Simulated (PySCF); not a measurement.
ClH3SSi, SMILES S[SiH2]Cl. Atoms are numbered in the order given.

```xyz
6

Si    -0.4824    -0.5510     0.2238
S      1.5160    -0.8851    -0.4384
Cl    -1.0350     1.4380     0.1377
H     -1.3350    -1.3141    -0.7030
H     -0.6597    -0.9736     1.6239
H      2.0870    -0.2825     0.6196
```

Geometry: B3LYP-D3(BJ)/def2-TZVP. The values are those of a single conformer.

Method: PBE0/pcJ-1 in PySCF.

Isotropic couplings with Fermi-contact, spin-dipole and both spin-orbit terms, one fixed conformer, no vibrational averaging. Isotopes: 1H, 29Si.

### Question
Estimate the spin–spin coupling constants. (Estimate from the structure and the level; the computed values follow.)

### Answer

| pair | bonds apart | J (Hz) |
|---|---|---|
| Si1–H4 | 1 | -259.1 |
| Si1–H5 | 1 | -266.9 |
| Si1–H6 | 2 | 7.0 |
| H4–H5 | 2 | 14.1 |
| H4–H6 | 3 | 9.8 |
| H5–H6 | 3 | 4.6 |
